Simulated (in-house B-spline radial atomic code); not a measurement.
A calculation on La²⁵⁺ (with a hole in an inner shell): its settings, and results tabulated from the run. Method: Dirac-Hartree-Fock, average of configuration, Fermi nucleus of rms radius 4.855 fm. Calculated with a B-spline radial code for spherical atoms.

Command:
```bash
python run_scf.py task.json out
```
Settings (nuclear radius in fm, mass in u):
```
Z                57
configuration    1s2 2s2 2p6 3s1 3p6 3d10 4s2 4p3
hamiltonian      dirac
method           hf
spin_polarised   False
nucleus          fermi
rms_radius       4.855
atomic_mass      138.90636
speed_of_light   137.035999084
```

Output (hartree, bohr):
```
 radial grid: 60 intervals, B-splines of order 8, outer radius 4.0467 bohr

 iter        energy (Eh)    residual
    1       -8067.600267    5.05e+00
    2       -8147.004806    1.19e+00
    3       -8150.695538    4.67e-01
    4       -8151.277167    1.84e-01
    5       -8151.378142    3.86e-02
    6       -8151.383321    6.82e-04
    7       -8151.383322    3.29e-05
    8       -8151.383322    8.87e-07
    9       -8151.383322    3.53e-08

 total energy                     -8151.38332
 kinetic                            8735.8034
 electron-nucleus                 -18859.9982
 electron-electron                  1972.8115

 first-order corrections (not in the total)
   Gaunt                             7.5699
   retardation                      -0.7801
   frequency dependence             -0.0862
   self-energy                       5.2763
   Uehling                          -0.7668
   Wichmann-Kroll                    0.0199
   recoil                            0.0216

 orbital      occ     eigenvalue          <r>       <r^2>       <1/r>       <r^4>       r_max    small
 1s1/2      2.000     -1470.0069    0.0250614 0.000853338     62.0156 1.91882e-06     0.01608  4.44e-02
 2s1/2      2.000      -263.0894     0.106731   0.0135004     14.6282 0.000315512     0.09093  9.67e-03
 2p1/2      2.000      -249.5040    0.0897994  0.00993268     14.5788 0.000199436     0.06949  9.67e-03
 2p3/2      4.000      -234.2050    0.0958181    0.011179     13.2674 0.000246004      0.0746  9.12e-03
 3s1/2      1.000       -79.7300     0.280019    0.089696     5.36469   0.0121662      0.2578  3.05e-03
 3p1/2      2.000       -73.5996      0.26881   0.0838058     5.28144   0.0110196      0.2444  3.00e-03
 3p3/2      4.000       -70.4218     0.279836   0.0906071     4.95865   0.0128001       0.255  2.85e-03
 3d3/2      4.000       -60.8148      0.24993   0.0732579     4.81498  0.00942651      0.2046  2.72e-03
 3d5/2      6.000       -60.1337     0.253391    0.075159     4.73261  0.00987276      0.2076  2.67e-03
 4s1/2      2.000       -34.4386     0.585023    0.384146     2.47682    0.205037      0.5695  1.18e-03
 4p1/2      1.000       -32.2588     0.589255    0.391661     2.39786     0.21593      0.5707  1.12e-03
 4p3/2      2.000       -31.3686     0.605798    0.413687     2.29961    0.240182      0.5883  1.09e-03
```

Cost of the run: 0.88 s on 1 thread of Intel(R) Xeon(R) Platinum 8259CL CPU @ 2.50GHz, on a shared host.

For the Dirac Hamiltonian the kinetic term is c α·p + (β - 1)c².
